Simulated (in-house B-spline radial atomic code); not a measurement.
Successive ionisation energies of cobalt; each step leads to the configuration of the next row (after the last: [Ne] 3s2). Dirac energy differences include first-order Breit, QED and recoil terms. NIST's values go from ground level to ground level; the uncertainty of those that are theory runs from under 0.1 % in few-electron ions to several per cent in heavy many-electron ones. Computed with an all-electron radial atomic-structure program (B-spline basis): Dirac-Hartree-Fock, jj configuration that fills j = l - 1/2 first, finite nuclei.

A number in brackets counts the electrons of a j subshell.

```
  ion               configuration  ionisation energy (eV)  tabulated value (eV)  computed minus tabulated (eV)  highest orbital  largest mean radius (bohr)
 Co5+               [Ar] 3d3/2(4)                   100.6                   102                           -1.4            3d3/2                     0.82256
 Co6+               [Ar] 3d3/2(3)                       ?                     ?                              ?                ?                           ?
 Co7+               [Ar] 3d3/2(2)                   155.0                 157.8                           -2.8            3d3/2                     0.75034
 Co8+               [Ar] 3d3/2(1)                   185.0                186.14                           -1.2            3d3/2                     0.73443
 Co9+                [Ne] 3s2 3p6                   273.8                 275.4                           -1.6            3p3/2                     0.71879
Co10+  [Ne] 3s2 3p1/2(2) 3p3/2(3)                       ?                     ?                              ?                ?                           ?
Co11+  [Ne] 3s2 3p1/2(2) 3p3/2(2)                   337.7                 336.1                            1.6            3p3/2                     0.69087
Co12+  [Ne] 3s2 3p1/2(2) 3p3/2(1)                   371.1                 378.5                           -7.4            3p3/2                     0.67807
Co13+           [Ne] 3s2 3p1/2(2)                       ?                     ?                              ?                ?                           ?
Co14+           [Ne] 3s2 3p1/2(1)                   442.5                 441.1                            1.4            3p1/2                     0.65949
```

**Question.** Fill in the row of Co6+.

**Answer.** ionisation energy (eV): 126.9; tabulated value (eV): 128.9; computed minus tabulated (eV): -2.0; highest orbital: 3d3/2; largest mean radius (bohr): 0.78357.

**Question.** Fill in the row of Co10+.

**Answer.** ionisation energy (eV): 305.3; tabulated value (eV): 305.32; computed minus tabulated (eV): 0.0; highest orbital: 3p3/2; largest mean radius (bohr): 0.7043.

**Question.** Fill in the row of Co13+.

**Answer.** ionisation energy (eV): 405.8; tabulated value (eV): 410; computed minus tabulated (eV): -4.2; highest orbital: 3p1/2; largest mean radius (bohr): 0.66823.

**Question.** How far is this level of theory from the measured and semi-empirical values?

**Answer.** Over those 10 rows the differences run from -7.4 to +1.62 eV (mean absolute value 2.4 eV). The calculation leaves out correlation and, in open shells, the multiplet splittings that an average leaves out.
